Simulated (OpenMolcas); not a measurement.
Cu2+ among 6 point charges of -2.2 e arranged as an octahedron (Oh).

```
Program             : OpenMolcas 26.06
Method              : CASSCF
Basis               : ANO-RCC-VDZP [5s4p2d1f]
Scalar Hamiltonian  : DKH2, point nucleus
Active space        : 9 electrons in 5 orbitals (3d)
State averaging     : 2S+1 = 2 even, 5 roots
Spin-orbit coupling : state interaction with AMFI integrals over the reference wave functions
```

All point charges move together. At R = 1.91 Å |10Dq| is 4834 cm-1, and at R = 2.13 Å it is 2991 cm-1.

**Question.** A third run gives 6087 cm-1. What distance was it run at?

**Answer.** With a power law R^-n the two known points give n = -ln(2991 / 4834) / ln(2.13 / 1.91) = 4.40. Then R = 1.91 × (4834 / 6087)^(1/4.40) = 1.813 Å. The run was at 1.81 Å, so the estimate is off by +0.003 Å.

An orbital doublet at a regular site is open to a Jahn-Teller distortion, which this geometry leaves out. The ground term spreads over less than 5000 cm-1, several times less than with real ligands, so orbital moments are less quenched and χT lies further from the spin-only value than at real sites (holds for R = 1.91; R = 2.13). Point charges carry no covalency, so the field is a model and not that of real ligands. No measured value stands beside these numbers.
